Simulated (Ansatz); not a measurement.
System: sum formula BNH2Br2, net charge 0, singlet state. 
Geometry from a B3LYP-D3(BJ)/def2-TZVP (Ansatz, a program for electronic structure) optimisation:
```xyz
6

N     -1.9513    -0.5470     0.0808
B     -0.6219    -0.1743     0.0257
Br     0.6858    -1.3636    -0.7605
Br    -0.0655     1.5375     0.7348
H     -2.2804    -1.4285    -0.2770
H     -2.6616     0.0432     0.4816
```
Charge 0, spin multiplicity 1.

Total electronic energies in hartree. Correlated levels leave the core frozen unless marked. Spin-orbit coupling is left out. The frozen core is the preceding noble-gas configuration, with the filled d and f shells of earlier blocks. No relativistic terms. CBS(X,Y): correlation extrapolated as X^-3; Hartree-Fock from the larger set (for Q and 5 zeta extrapolated as (X+1)exp(-9√X)). The bracket is a focal-point correction in the basis named.

```
level                                                     program  energy (Eh)
-------------------------------------------------  --------------  -----------
HF/cc-pVQZ                                                 Ansatz  -5225.39506
PBE-D3(BJ)/def2-TZVPD                              Ansatz + dftd3  -5228.40205
BLYP/def2-TZVPD                                            Ansatz  -5229.29421
PBE0-D3(BJ)/def2-TZVP                              Ansatz + dftd3  -5228.58766
PBE0/def2-TZVP                                             Ansatz  -5228.58258
HSE06-D3(BJ)/def2-TZVPD                            Ansatz + dftd3  -5228.59284
B2PLYP-D4/def2-TZVPD                               Ansatz + dftd4  -5228.37652
RPA@PBE/cc-pVTZ                                            Ansatz  -5226.36231
RPA@PBE/cc-pVQZ                                            Ansatz  -5226.48210
MP2/cc-pVQZ                                                Ansatz  -5226.08304
SCS-MP2/cc-pVDZ                                            Ansatz  -5225.67284
CCSD/CBS(cc-pVTZ,cc-pVQZ)                                  Ansatz   -5226.1507
CCSD(T)/cc-pVTZ                                            Ansatz  -5226.07738
RI-MP2/CBS(cc-pVTZ,cc-pVQZ)+[CCSD(T)-MP2]/cc-pVTZ          Ansatz   -5226.1879
CCSD(T)/CBS(cc-pVQZ,cc-pV5Z)                               Ansatz   -5226.1870
```

Totals of different functionals don't rank their quality; only differences between species are comparable.
